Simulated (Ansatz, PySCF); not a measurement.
Noncovalent pair: HCl (SMILES Cl) (first 2 atoms) with AsH3 (SMILES [AsH3]); geometry from B3LYP-D3(BJ)/def2-TZVP.
(charge 0, multiplicity 1):
```xyz
6

Cl     0.458    -1.352     0.360
H     -0.717    -0.957     0.688
As     0.151     0.835     3.525
H     -0.734    -0.407     3.473
H     -0.468     1.400     2.250
H     -0.856     1.576     4.402
```

Monomers are frozen at their geometry in the pair; levels with a basis set take the counterpoise correction.

Cores are frozen in the correlated methods. Filled d and f shells under p-block atoms count as core.

Codes used: Ansatz (an electronic-structure program) with Gaussian orbitals; PySCF for the dispersion terms. 

Question: Give the interaction energy at the level B3LYP-D3(BJ)/def2-TZVPPD.

Answer: -47 meV

Question: What interaction energy does CCSD(T)/def2-TZVPPD give?

Answer: -24 meV

Question: What is the computed interaction energy (BLYP/def2-TZVPPD)?

Answer: 36 meV
